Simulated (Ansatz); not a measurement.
Consider the formal exchange of groups at the Si–Cl bond: `B[Si](C)(F)Cl` + SiH₄ → `B[Si](C)(F)[SiH3]` + HCl.

Gas-phase electronic energies from Ansatz, PBE0-D4/def2-TZVP geometries. CCSD(T)/CBS is the MP2 limit (def2-TZVPP, def2-QZVPP) plus CCSD(T) − MP2 in def2-TZVPP, frozen cores. This one scheme is used for every species. DFT in def2-TZVPP.

CCSD(T)/CBS gives +117.3 kJ/mol.

(1) Another level gave +122.2 kJ/mol. Which?
A. B2PLYP/def2-TZVPP
B. PBE-D4/def2-TZVPP
C. HF/def2-TZVPP
D. r2SCAN-D4/def2-TZVPP

Largest T1 diagnostic among the species: 0.013.

Answers

(1) A. B2PLYP 122.2, r2SCAN-D4 114.8, HF/def2-TZVPP 138.3, PBE-D4 100.0 kJ/mol.

From PBE to PBE0 (25 % exact exchange), in def2-TZVPP and without D4, ΔE moves by +6.8 kJ/mol. In def2-TZVPP, CCSD(T) changes the Hartree–Fock value by −22.4 kJ/mol (the triples alone add −2.1 kJ/mol) and MP2 by −12.0 kJ/mol.
